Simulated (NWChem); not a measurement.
# chlorotrifluoromethane (CClF3); SMILES FC(F)(F)Cl

Computed with NWChem. Structure relaxed at the PBE0/def2-SVP level. Level: M05-2X/def2-SVP with SMD (1 M gas to 1 M solution), gas-phase geometry.

Problem. What does the run give for solvent water? Quantities: solvation free energy (kcal/mol); cavity-dispersion-structure term (kcal/mol); dipole in solution (D).

Solution. The solvation free energy (kcal/mol) comes out as 2.7, the cavity-dispersion-structure term (kcal/mol) comes out as 3.3 and the dipole in solution (D) is 0.41.
